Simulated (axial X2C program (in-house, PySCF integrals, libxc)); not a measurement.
# Nuclear properties of BaC⁺

Calculated with an in-house all-electron X2C program for linear molecules (integrals from PySCF): two-component X2C with atomic mean-field Coulomb and Gaunt terms, Gaussian nuclei, basis Ba dyall-cv3z, C dyall-v3z with contracted cores.

R = 2.404 Å (near the PBE0 minimum at charge 1 of the determinant lowest at the starting distance; the state shown can have its own minimum elsewhere).

Determinant lowest in the PBE0 search, Ω = 3/2 (⟨Sz⟩ = 1.50, ⟨Lz⟩ = 0.00 at PBE0), spin on the atoms Ba 0.24, C 1.26:

```csv
level,Eeff magnitude (GV/cm),Ws magnitude Ba (kHz),A∥/gI Ba (MHz),qzz Ba (a.u.),A∥/gI C (MHz),qzz C (a.u.)
PBE0,2.13,1.15,165,-1.47,22.6,-0.10
HF,2.14,1.14,137,-1.47,49.3,-0.12
PBE50,2.28,1.22,165,-1.39,24.8,-0.10
B3LYP,2.24,1.19,187,-1.59,38,-0.11
r2SCAN,2.1,1.08,166,-1.49,33.6,-0.10
```

Eeff is the effective electric field on the electron electric dipole moment in this Ω state and Ws the scalar–pseudoscalar constant of the nucleus named (defined with the proton number Z and per Ω); A∥ (defined per Ω) follows by multiplying with gI = μI/(I μN); qzz is the electric field gradient, eQq0 = 234.96 MHz × Q/barn × qzz. The operators were transformed with the bare-nucleus X2C matrices; with these basis sets, hyperfine constants and field gradients can be off by tens of per cent, and where levels differ in sign neither size nor sign is settled.

(1) With gI(137Ba) = 0.6249, Q(137Ba) = 0.236 barn (g factors from the IAEA table of nuclear moments by Stone; Q from Pyykkö, Mol. Phys. 2018), turn the PBE0 values of the first state into constants in MHz.

Each state is one determinant with collinear spin, which with several unpaired electrons need not be a pure state. Unrestricted Hartree–Fock can overshoot spin polarisation at the nuclei. This is the top spin component of a Σ state; components of lower Ω are not single determinants and can lie lower. With several open shells hyperfine constants can be off by a factor of several. The search compared states at one distance, so a state with another bond length can lie lower. Further determinants of the search, some of them spin-mixed, are not shown. Where a field gradient or hyperfine factor spreads by more than a factor of two over the levels, a constant derived from it is not to be relied on.

Answers

(1) A∥(137Ba) = 165 × 0.6249 = 103 MHz; eQq0(137Ba) = 234.96 × (0.236) × (-1.47) = -81.5 MHz.
